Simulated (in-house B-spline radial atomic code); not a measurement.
**Ca5+: [Ne] 3s2 3p3**

Method: non-relativistic PBE, spin-polarised, spherical fractional occupations, point nucleus. Calculated with a radial B-spline atomic code at the basis-set limit.

Effective charges: Z_r = [3n² - l(l+1)]/(2<r>) from the radius, Z_e = n√(-2ε) from the energy, and Slater's rules. Values are occupation-weighted means over spin.

| shell | electrons | ε (eV) | <r> (bohr) | Z_r | Z_e | Slater |
| --- | --- | --- | --- | --- | --- | --- |
| 1s | 2 | -4012.7 | 0.07736 | 19.39 | 17.17 | 19.70 |
| 2s | 2 | -491.62 | 0.3656 | 16.41 | 12.02 | 15.85 |
| 2p | 6 | -415.89 | 0.3271 | 15.28 | 11.06 | 15.85 |
| 3s | 2 | -115.38 | 1.076 | 12.55 | 8.74 | 9.80 |
| 3p | 3 | -98.266 | 1.116 | 11.20 | 8.06 | 9.80 |

The least bound orbital is 3p up at -98.27 eV, and it is also the most diffuse (<r> = 1.116 bohr).
